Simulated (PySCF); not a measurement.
# [GeH3]+: breathing scan

Method: PBE0/[Ge def2-TZVP, H def2-TZVP], no relativity, density fitting, PySCF.

Rigid scan from the singlet minimum (Ge–H 1.522 Å (×3); H–Ge–H 120.0° (×3)). Coordinate: all bonds to the central atom scaled together. Energies in kJ/mol from the minimum.

Predict the curve at 0.88, 0.92, 0.96, 1.00, 1.04, 1.08, 1.14, 1.22, 1.35.


```tsv
scale of all bonds to the centre	E (kJ/mol)
0.88	115.9
0.92	46.7
0.96	10.6
1.00	0.0
1.04	8.8
1.08	32.2
1.14	86.6
1.22	180.9
1.35	353.9
```

At long bonds a restricted determinant can lie too high, and another spin state can fall below this curve.
